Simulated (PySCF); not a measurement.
## Electric field gradients and quadrupole coupling constants

C5H6ClFO.
Numbering: `[CH3:1][C@@:2]1([C:3](=[O:4])[Cl:5])[CH2:6][C@H:7]1[F:8]` (hydrogens: H9, H10, H11 on C1; H12, H13 on C6; H14 on C7)

Geometry (GFN2-xTB, Å), atoms numbered from 1 in this order:
```xyz
14
C5H6ClFO angstrom
C      0.6120    1.1827    0.7258
C      0.1679   -0.0427   -0.0331
C      1.1619   -0.8312   -0.7824
O      0.9459   -1.8108   -1.4245
Cl     2.8064   -0.2085   -0.6727
C     -0.9917   -0.8677    0.5166
C     -1.2083   -0.0374   -0.6891
F     -1.9434    1.0943   -0.5760
H      1.2948    0.9106    1.5277
H     -0.2529    1.6824    1.1541
H      1.1167    1.8815    0.0625
H     -1.4216   -0.5288    1.4462
H     -0.9517   -1.9381    0.3886
H     -1.3365   -0.4867   -1.6658
```

Field gradients from the PBE0/pcSseg-1 density (PySCF, non-relativistic), principal values in atomic units, ordered |Vxx| ≤ |Vyy| ≤ |Vzz|:

```
atom      Vxx      Vyy      Vzz
  O4   0.5055   1.0354  -1.5410
 Cl5  -1.0804  -2.1906   3.2710
```

Q: Find the asymmetry η = (Vxx − Vyy)/Vzz and the couplings χ = eQV/h (234.96 MHz × Q in barn × V in au), with Q(17O) = −0.0256 b, Q(35Cl) = −0.0817 b.

A: 
| atom | environment | nucleus | η | χzz (MHz) | χxx (MHz) | χyy (MHz) |
| --- | --- | --- | --- | --- | --- | --- |
| O4 | carbonyl oxygen | 17O | 0.34 | 9.27 | -3.04 | -6.23 |
| Cl5 | chlorine bonded to C | 35Cl | 0.34 | -62.79 | 20.74 | 42.05 |

The tensor is traceless: Vxx + Vyy + Vzz = 0.

Q: What is Vzz at Cl5 in SI units (1 au = 9.71736 × 10²¹ V/m²)?

A: 3.2710 au = 31.785 × 10²¹ V/m².

Were the hydrogens deuterons (Q(2H) = 0.00286 b), χzz would run from 208 kHz (H14 and H11) to 222 kHz (H12).

The structure is a single GFN2-xTB conformer in the gas phase; no vibrational or solvent corrections. GFN2-xTB bond lengths can be off by several hundredths of an ångström, more for odd bonds, and the gradients follow them. The small basis limits the accuracy of the gradients.

The run behind these numbers computed NMR shieldings as well. Hardware: one thread, Arm Neoverse V1 (aarch64), no GPU (shared host). Cost: 26 s, 0.78 GiB resident at most.
